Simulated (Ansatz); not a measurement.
Frontier orbitals of `C[NH][GeH]([F])[F]`.

Cartesian coordinates in Å:
```
C -0.255 -0.254 -1.376
N -0.361 0.613 -0.214
Ge 0.232 0.114 1.400
F -0.491 -1.414 1.738
F 1.919 -0.281 1.414
H 0.726 -0.215 -1.862
H -1.018 0.013 -2.112
H -0.443 -1.286 -1.076
H -0.269 1.595 -0.427
H -0.039 1.114 2.516
```

The species carries charge 0 and has multiplicity 1. Correlated methods include outer-core shells of Ge, which these sets cover unevenly. Scalar relativity is left out up to krypton. Geometry: relaxed with PBE0-D4/def2-TZVP. It is one conformer, not always the lowest. Basis def2-TZVPP, Ansatz 0.2.0.

```
 functional  HOMO (eV)  LUMO (eV)  gap (eV)
LDA (SPW92)      -6.27      -0.87      5.40
        PBE      -6.11      -0.59      5.52
     revPBE      -6.05      -0.46      5.59
       PBE0      -7.56       0.45      8.01
    LC-ωPBE     -10.39       2.73     13.12
    ωB97X-V     -10.02       2.53     12.55
    ωB97M-V      -9.93       2.14     12.07
```

A quarter of exact exchange (PBE0) shifts PBE's HOMO by −1.45 eV and its LUMO by +1.04 eV; full exchange at long range (ωB97M-V) shifts them by −3.82 and +2.73 eV. The gap opens from 5.53 to 12.07 eV, since occupied levels lose self-interaction and empty ones feel all the electrons. A positive LUMO is unbound and depends on the basis.

LC-ωPBE has ω = 0.4 bohr⁻¹.
